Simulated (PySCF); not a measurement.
Species: C2H5BSn.
Cartesian coordinates in Å at the PBE0-D3(BJ)/def2-SVP level; atoms count from 1:
```
atom  x, y, z in Å
B1    -1.878   -0.862    0.672
Sn2    0.342   -0.643    0.404
C3     0.794    1.067   -0.729
C4     1.029    2.062   -1.391
H5    -2.324   -1.794    1.296
H6    -2.640   -0.055    0.200
H7     1.037   -1.974   -0.425
H8     1.164   -0.465    1.899
H9     1.239    2.942   -1.973
```

Level of theory: PySCF 2.14.0, PBE0-D3(BJ)/def2-SVP geometry optimisation, gas phase, def2 core potentials past Kr.

Task: Which atoms are bound to Sn2, and at what distances?

Result: 4 atoms: H7 1.715 Å, H8 1.715 Å, C3 2.101 Å, B1 2.247 Å. The nearest atom not counted as bound is H5, at 3.04 Å (others tie with it).

Task: List the angles at Sn2.

Result: 
```tsv
angle	degrees	distance of the outer atoms (Å)
B1–Sn2–H7	112.5	3.31
B1–Sn2–H8	112.3	3.30
B1–Sn2–C3	110.9	3.58
H7–Sn2–H8	107.9	2.77
C3–Sn2–H7	106.5	3.07
C3–Sn2–H8	106.4	3.06
```

Task: What is the shape at Sn2?

Result: Tetrahedral: angles from 106.4° to 112.5°; τ4 = (360° − α − β)/141° = 0.96 with α and β the two widest (0 for a square, 1 for a tetrahedron).

Task: What are the other bond lengths?

Result: C3≡C4 1.218 Å; B1–H5, B1–H6 1.207 Å; C4–H9 1.076 Å.

Task: Give some angles away from the centre.

Result: Sn2–C3–C4 178.7°.

Task: What are the rotational constants (commonest isotopes, rigid rotor)?

Result: A = 8809, B = 2454, C = 1978 MHz: an asymmetric top.

Point group: Cs (tolerance 0.08 Å). Charge 0, singlet. No PBE0-D3(BJ)/def2-SVP frequencies stand behind this structure, so it isn't proved a minimum.

One conformer stands for the species.
